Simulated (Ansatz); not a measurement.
Reaction (atomization): `C=[CH][In]([F])[F]` → 2 C• + 2 F• + 3 H• + In•

Calculated with Ansatz (gas phase, PBE0-D4/def2-TZVP geometries, no zero-point term in ΔE). CBS: MP2 limit from def2 TZ/QZ plus the TZ coupled-cluster correction, frozen cores. This one scheme is used for every species, atoms too. Functionals use def2-TZVPP. B3LYP here is the variant with VWN-RPA as its local correlation; programs differ in this. Open shells (•) are unrestricted, without spin–orbit coupling. Spin–orbit coupling would lower the free atoms: a little for C, F; strongly for In. def2 core potentials past Kr. Bonds to In are less sure, by a few kJ/mol each and by 10 to 20 or more in all where they break to atoms, as the def2 sets lack core-valence functions. One conformer a species, not always the lowest.

`C=[CH][In]([F])[F]`:

```xyz
8

C    -1.381   -0.320    0.559
C    -0.168   -0.756    0.237
In    1.269    0.542   -0.571
F     3.091    0.186   -1.129
F     0.910    2.427   -0.886
H    -2.127   -0.993    0.976
H    -1.692    0.712    0.426
H     0.098   -1.798    0.388
```

CCSD(T)/CBS gives +711.3 kcal/mol.

**Question.** Another level gave +701.2 kcal/mol. Which?
A. CCSD(T)/def2-TZVPP
B. B2PLYP/def2-TZVPP
C. revPBE/def2-TZVPP
D. B3LYP-D4/def2-TZVPP

**Answer.** D. B3LYP-D4 701.2, CCSD(T)/def2-TZVPP 689.7, B2PLYP 698.7, revPBE 694.3 kcal/mol.

Largest T1 diagnostic among the species: 0.016.

From PBE to PBE0 (25 % exact exchange), in def2-TZVPP and without D4, ΔE moves by −20.8 kcal/mol: exact exchange takes away binding that semilocal exchange gives to molecules. The D4 term adds +5.4 kcal/mol with B3LYP and +2.8 kcal/mol with PBE0; it sums over pairs of atoms, weighted by their polarisabilities, and B3LYP, whose exchange is more repulsive, gets the larger term. In def2-TZVPP, CCSD(T) changes the Hartree–Fock value by +185.8 kcal/mol (the triples alone add +14.1 kcal/mol) and MP2 by +206.2 kcal/mol; breaking electron pairs costs correlation energy, which Hartree–Fock lacks.

For atomizations the MP2-based limit and the directly extrapolated one differ by several kJ/mol either way, and by 10 to 25 for some Ge, Se and Sn compounds, so smaller differences from it don't rank the levels.
